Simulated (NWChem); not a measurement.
System: diboron tetrachloride (B2Cl4); SMILES B(Cl)(Cl)B(Cl)Cl

Here is an NWChem input.

```
start job
memory heap 200 mb stack 900 mb global 1100 mb
geometry units angstroms noautosym nocenter noautoz
  Cl    -1.099219     1.732285     1.047626
  B      0.000000     0.846438     0.000000
  Cl     1.099219     1.732285    -1.047626
  B      0.000000    -0.846438     0.000000
  Cl    -1.099219    -1.732285    -1.047626
  Cl     1.099219    -1.732285     1.047626
end
basis spherical
  * library def2-tzvp
end
dft
  xc b3lyp
  iterations 150
  semidirect filesize 400000000
end
property
  efieldgrad
end
task dft property
```

Parts of the log:

```
             Northwest Computational Chemistry Package (NWChem) 7.3.0
             --------------------------------------------------------

                             Geometry "geometry" -> ""
                             -------------------------

 Output coordinates in angstroms (scale by  1.889725989 to convert to a.u.)

  No.       Tag          Charge          X              Y              Z
 ---- ---------------- ---------- -------------- -------------- --------------
    1 Cl                  17.0000    -1.09921900     1.73228500     1.04762600
    2 B                    5.0000     0.00000000     0.84643800     0.00000000
    3 Cl                  17.0000     1.09921900     1.73228500    -1.04762600
    4 B                    5.0000     0.00000000    -0.84643800     0.00000000
    5 Cl                  17.0000    -1.09921900    -1.73228500    -1.04762600
    6 Cl                  17.0000     1.09921900    -1.73228500     1.04762600

 Effective nuclear repulsion energy (a.u.)     421.0803510085

                              NWChem Property Module
                              ----------------------

  itol2e modified to match energy
  convergence criterion.

                                 NWChem DFT Module
                                 -----------------

 Summary of "ao basis" -> "ao basis" (spherical)
 ------------------------------------------------------------------------------
       Tag                 Description            Shells   Functions and Types
 ---------------- ------------------------------  ------  ---------------------
 Cl                        def2-tzvp                13       37   5s5p2d1f
 B                         def2-tzvp                11       31   5s3p2d1f

  itol2e modified to match energy
  convergence criterion.

            General Information
            -------------------
          SCF calculation type: DFT
          Wavefunction type:  closed shell.
          No. of atoms     :     6
          No. of electrons :    78
           Alpha electrons :    39
            Beta electrons :    39
          Charge           :     0
          Spin multiplicity:     1
          Use of symmetry is: off; symmetry adaption is: off
          Maximum number of iterations: 150
          AO basis - number of functions:   210
                     number of shells:    74
          Convergence on energy requested:  1.00D-07
          Convergence on density requested:  1.00D-05
          Convergence on gradient requested:  5.00D-04

              XC Information
              --------------
                         B3LYP Method XC Potential
                     Hartree-Fock (Exact) Exchange  0.200
                        Slater Exchange Functional  0.800 local
                    Becke 1988 Exchange Functional  0.720 non-local
              Lee-Yang-Parr Correlation Functional  0.810
                  VWN I RPA Correlation Functional  0.190 local

             Grid Information
             ----------------
          Grid used for XC integration:  fine
          Radial quadrature: Mura-Knowles
          Angular quadrature: Lebedev.
          Tag              B.-S. Rad. Rad. Pts. Rad. Cut. Ang. Pts.
          ---              ---------- --------- --------- ---------
          Cl                  1.00      123          11.0       770
          B                   0.85       70          10.0       590
          Grid pruning is: on
          Number of quadrature shells:   632
          Spatial weights used:  Erf1

      Superposition of Atomic Density Guess
      -------------------------------------

 Sum of atomic energies:       -1886.98018011

      Non-variational initial energy
      ------------------------------

 Total energy =   -1888.738514
 1-e energy   =   -3444.941100
 2-e energy   =    1135.122235
 HOMO         =      -0.313613
 LUMO         =      -0.003798

------------------------------------------------------------
EAF file 0: "./job.aoints.0" size=741343232 bytes
------------------------------------------------------------
               write      read    awrite     aread      wait
               -----      ----    ------     -----      ----
     calls:     1414         0         0         0         0
   data(b): 7.41e+08  0.00e+00  0.00e+00  0.00e+00
   time(s): 0.00e+00  0.00e+00  0.00e+00  0.00e+00  0.00e+00
rate(mb/s): 0.00e+00  0.00e+00
------------------------------------------------------------

   convergence    iter        energy       DeltaE   RMS-Dens  Diis-err
 ---------------- ----- ----------------- --------- --------- ---------
 d= 0,ls=0.0,diis     1  -1890.6562456170 -2.31D+03  5.43D-03  2.41D+00
 d= 0,ls=0.0,diis     2  -1890.5108090646  1.45D-01  5.06D-03  2.05D+00
 d= 0,ls=0.0,diis     3  -1890.7123095457 -2.02D-01  1.91D-03  5.39D-01
 d= 0,ls=0.0,diis     4  -1890.7876172460 -7.53D-02  2.31D-04  2.92D-03
 d= 0,ls=0.0,diis     5  -1890.7878575710 -2.40D-04  6.11D-05  2.36D-04
  Resetting Diis
 d= 0,ls=0.0,diis     6  -1890.7878880284 -3.05D-05  1.94D-05  1.41D-05
 d= 0,ls=0.0,diis     7  -1890.7878896569 -1.63D-06  4.36D-06  3.32D-07
 d= 0,ls=0.0,diis     8  -1890.7878896177  3.92D-08  2.55D-06  6.37D-07

         Total DFT energy =    -1890.787889617686
      One electron energy =    -3447.574627892438
           Coulomb energy =     1256.984021002241
    Exchange-Corr. energy =     -121.277633736038
 Nuclear repulsion energy =      421.080351008550

 Numeric. integr. density =       77.999999681558

                       DFT Final Molecular Orbital Analysis
                       ------------------------------------

 Vector   37  Occ=2.000000D+00  E=-3.365206D-01
              MO Center= -1.4D-08,  6.4D-05,  4.7D-08, r^2= 6.4D+00
   Bfn.  Coefficient  Atom+Function         Bfn.  Coefficient  Atom+Function
  ----- ------------  ---------------      ----- ------------  ---------------
    16      0.196244  1 Cl py                84     -0.196244  3 Cl py
   152     -0.196236  5 Cl py               189      0.196236  6 Cl py
    17     -0.164780  1 Cl pz                85     -0.164780  3 Cl pz
   153      0.164776  5 Cl pz               190      0.164776  6 Cl pz
    19      0.128448  1 Cl py                87     -0.128448  3 Cl py

 Vector   38  Occ=2.000000D+00  E=-3.359389D-01
              MO Center=  1.1D-07, -6.4D-05,  7.0D-09, r^2= 6.4D+00
   Bfn.  Coefficient  Atom+Function         Bfn.  Coefficient  Atom+Function
  ----- ------------  ---------------      ----- ------------  ---------------
    16      0.198035  1 Cl py                84     -0.198035  3 Cl py
   152      0.198043  5 Cl py               189     -0.198043  6 Cl py
    15      0.169263  1 Cl px                83      0.169263  3 Cl px
   151     -0.169268  5 Cl px               188     -0.169268  6 Cl px
    19      0.129739  1 Cl py                87     -0.129739  3 Cl py

 Vector   39  Occ=2.000000D+00  E=-3.061512D-01
              MO Center=  3.4D-08, -4.1D-07,  1.2D-08, r^2= 5.1D+00
   Bfn.  Coefficient  Atom+Function         Bfn.  Coefficient  Atom+Function
  ----- ------------  ---------------      ----- ------------  ---------------
    16      0.245154  1 Cl py                84      0.245154  3 Cl py
   152     -0.245154  5 Cl py               189     -0.245154  6 Cl py
    44     -0.201529  2 B  py               112      0.201529  4 B  py
    41      0.184089  2 B  s                109      0.184089  4 B  s
    19      0.174814  1 Cl py                87      0.174814  3 Cl py

 Vector   40  Occ=0.000000D+00  E=-8.448594D-02
              MO Center= -7.3D-09,  1.7D-06, -3.0D-09, r^2= 3.8D+00
   Bfn.  Coefficient  Atom+Function         Bfn.  Coefficient  Atom+Function
  ----- ------------  ---------------      ----- ------------  ---------------
    48      0.287187  2 B  pz               116      0.287186  4 B  pz
    45      0.231732  2 B  pz               113      0.231732  4 B  pz
    51      0.166548  2 B  pz               119      0.166548  4 B  pz
    43      0.159899  2 B  px                46      0.160200  2 B  px
   111     -0.159899  4 B  px               114     -0.160199  4 B  px

 Vector   41  Occ=0.000000D+00  E=-7.943479D-02
              MO Center=  1.7D-09, -1.6D-06,  3.7D-09, r^2= 3.8D+00
   Bfn.  Coefficient  Atom+Function         Bfn.  Coefficient  Atom+Function
  ----- ------------  ---------------      ----- ------------  ---------------
    46      0.285789  2 B  px               114      0.285789  4 B  px
    43      0.226756  2 B  px               111      0.226756  4 B  px
    48      0.170759  2 B  pz               116     -0.170760  4 B  pz
    45      0.169409  2 B  pz               113     -0.169409  4 B  pz
    49      0.168036  2 B  px               117      0.168036  4 B  px

 Vector   42  Occ=0.000000D+00  E= 3.372909D-02
              MO Center= -5.4D-08,  1.2D-05,  1.3D-10, r^2= 8.8D+00
   Bfn.  Coefficient  Atom+Function         Bfn.  Coefficient  Atom+Function
  ----- ------------  ---------------      ----- ------------  ---------------
    42      1.383542  2 B  s                110      1.383466  4 B  s
     5     -0.542171  1 Cl s                 73     -0.542170  3 Cl s
   141     -0.542161  5 Cl s                178     -0.542161  6 Cl s
    50      0.523368  2 B  py               118     -0.523395  4 B  py
    41     -0.382853  2 B  s                109     -0.382862  4 B  s

[...]

          -----------------------
          Electric field gradient
          -----------------------

 1 a.u. = 0.324123 10**(16) esu/cm**3  ( or statvolts/cm**2 ) = 0.97174 10**(22) v/m**2

 ------------------------------------------------------------
   Atom      X         Y         Z
 ------------------------------------------------------------
    1 Cl  -2.07722   3.27354   1.97973
 ------------------------------------------------------------

 Electric field gradient in molecular frame (a.u.)
         XX             YY             ZZ             XY             XZ             YZ
 ------------------------------------------------------------------------------------------
       -0.423780       0.778172      -0.354392       1.223577       0.730265      -1.153972

 Principal components (a.u.) and orientation
 of principal axis w.r.t. absolute frame                      Asymmetry parameter eta
 --------------------------------------------------------------------------------------
       -2.102237       1.760271       0.341966                       0.674664

        0.626275       0.368811       0.686846
       -0.504241       0.863554      -0.003924
       -0.594576      -0.343879       0.726792

 ------------------------------------------------------------
   Atom      X         Y         Z
 ------------------------------------------------------------
    2 B    0.00000   1.59954   0.00000
 ------------------------------------------------------------

 Electric field gradient in molecular frame (a.u.)
         XX             YY             ZZ             XY             XZ             YZ
 ------------------------------------------------------------------------------------------
       -0.158144       0.337624      -0.179480       0.000000      -0.231449       0.000000

 Principal components (a.u.) and orientation
 of principal axis w.r.t. absolute frame                      Asymmetry parameter eta
 --------------------------------------------------------------------------------------
       -0.400507       0.337624       0.062883                       0.685984

        0.690636       0.000000       0.723202
       -0.000000       1.000000      -0.000000
        0.723202      -0.000000      -0.690636

 ------------------------------------------------------------
   Atom      X         Y         Z
 ------------------------------------------------------------
    3 Cl   2.07722   3.27354  -1.97973
 ------------------------------------------------------------

 Electric field gradient in molecular frame (a.u.)
         XX             YY             ZZ             XY             XZ             YZ
 ------------------------------------------------------------------------------------------
       -0.423780       0.778173      -0.354393      -1.223576       0.730265       1.153972

 Principal components (a.u.) and orientation
 of principal axis w.r.t. absolute frame                      Asymmetry parameter eta
 --------------------------------------------------------------------------------------
       -2.102237       1.760271       0.341966                       0.674664

        0.626275      -0.368811       0.686847
        0.504241       0.863554       0.003923
       -0.594576       0.343879       0.726792

 ------------------------------------------------------------
   Atom      X         Y         Z
 ------------------------------------------------------------
    4 B    0.00000  -1.59954   0.00000
 ------------------------------------------------------------

 Electric field gradient in molecular frame (a.u.)
         XX             YY             ZZ             XY             XZ             YZ
 ------------------------------------------------------------------------------------------
       -0.158144       0.337624      -0.179480      -0.000000       0.231449      -0.000000

 Principal components (a.u.) and orientation
 of principal axis w.r.t. absolute frame                      Asymmetry parameter eta
 --------------------------------------------------------------------------------------
       -0.400507       0.337624       0.062883                       0.685984

       -0.690636      -0.000000       0.723202
       -0.000000       1.000000       0.000000
        0.723202      -0.000000       0.690636

 ------------------------------------------------------------
   Atom      X         Y         Z
 ------------------------------------------------------------
    5 Cl  -2.07722  -3.27354  -1.97973
 ------------------------------------------------------------

 Electric field gradient in molecular frame (a.u.)
         XX             YY             ZZ             XY             XZ             YZ
 ------------------------------------------------------------------------------------------
       -0.423780       0.778172      -0.354392      -1.223576      -0.730266      -1.153972

 Principal components (a.u.) and orientation
 of principal axis w.r.t. absolute frame                      Asymmetry parameter eta
 --------------------------------------------------------------------------------------
       -2.102237       1.760270       0.341967                       0.674664

        0.626275      -0.368811      -0.686847
        0.504241       0.863554      -0.003924
        0.594576      -0.343879       0.726792

 ------------------------------------------------------------
   Atom      X         Y         Z
 ------------------------------------------------------------
    6 Cl   2.07722  -3.27354   1.97973
 ------------------------------------------------------------

 Electric field gradient in molecular frame (a.u.)
         XX             YY             ZZ             XY             XZ             YZ
 ------------------------------------------------------------------------------------------
       -0.423780       0.778172      -0.354392       1.223576      -0.730266       1.153972

 Principal components (a.u.) and orientation
 of principal axis w.r.t. absolute frame                      Asymmetry parameter eta
 --------------------------------------------------------------------------------------
       -2.102237       1.760270       0.341967                       0.674664

        0.626275       0.368811      -0.686847
       -0.504241       0.863554       0.003923
        0.594576       0.343879       0.726792
```

Level: B3LYP/def2-TZVP. The geometry was optimised at B3LYP/6-31G* (spherical d). NWChem prints the field gradient with the sign opposite to the second derivative of the potential.
